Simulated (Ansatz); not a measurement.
Gas-phase electronic energies from Ansatz, PBE0-D4/def2-TZVP geometries. CCSD(T)/CBS adds triple-zeta CCSD(T) − MP2 to the extrapolated MP2 energy (def2 sets, frozen cores). This one scheme is used for every species. DFT in def2-TZVPP. HSE06 is defined as in plane-wave codes. No spin–orbit coupling; open shells (•) take unrestricted orbitals. For Ge outer-core shells are correlated without core-valence functions, which leaves a few kJ/mol of doubt a bond. Scalar relativity is left out up to krypton.

`[SiH3][S][GeH3]` + `[OH]`• → `[SiH2][S][GeH3]`• + H₂O  (hydrogen abstraction from the Si–H bond)

`[SiH3][S][GeH3]`:

```xyz
9

Si    1.326    0.633    0.730
S     0.050    1.176   -0.888
Ge   -1.337   -0.564   -0.796
H     0.561    0.526    2.001
H     2.344    1.705    0.842
H     1.991   -0.672    0.474
H    -2.361   -0.335   -1.913
H    -2.023   -0.605    0.578
H    -0.552   -1.864   -1.028
```

`[OH]`•:

Cartesian coordinates in Å:
```
O -0.025 -0.412 -0.257
H 0.025 0.412 0.257
```

`[SiH2][S][GeH3]`•:

Cartesian coordinates in Å:
```
Si -1.359 -1.051 0.710
S 0.510 -0.230 1.297
Ge 1.156 0.572 -0.682
H -2.199 -0.037 0.006
H -2.033 -1.510 1.956
H 1.391 -0.588 -1.659
H 2.460 1.329 -0.404
H 0.073 1.515 -1.225
```

H₂O:

Cartesian coordinates in Å:
```
O -0.004 0.157 -0.356
H -0.088 0.613 0.483
H 0.093 -0.770 -0.127
```

Q: Is it downhill or uphill in electronic energy at CCSD(T)/CBS, and by how much? (Best estimate.)

A: Ansatz gave: Downhill: ΔE = -31.3 kcal/mol.

Q: What do these levels give: ωB97X-V, BLYP, PBE0, HSE06, CCSD(T)/def2-SVP, MP2/def2-TZVPP? (Best estimate.)

A: Computed: ωB97X-V -27.7, BLYP -32.6, PBE0 -31.6, HSE06 -31.7, CCSD(T)/def2-SVP -25.7, MP2/def2-TZVPP -34.8 kcal/mol.

Largest T1 diagnostic among the species: 0.014.

In def2-TZVPP, CCSD(T) changes the Hartree–Fock value by −17.4 kcal/mol (the triples alone add −1.7 kcal/mol) and MP2 by −22.9 kcal/mol. At CCSD(T), def2-SVP lies +5.5 kcal/mol from the extrapolated value and def2-TZVPP +2.0 kcal/mol. From r2SCAN to r2SCAN0 (25 % exact exchange), in def2-TZVPP and without D4, ΔE moves by +2.7 kcal/mol.
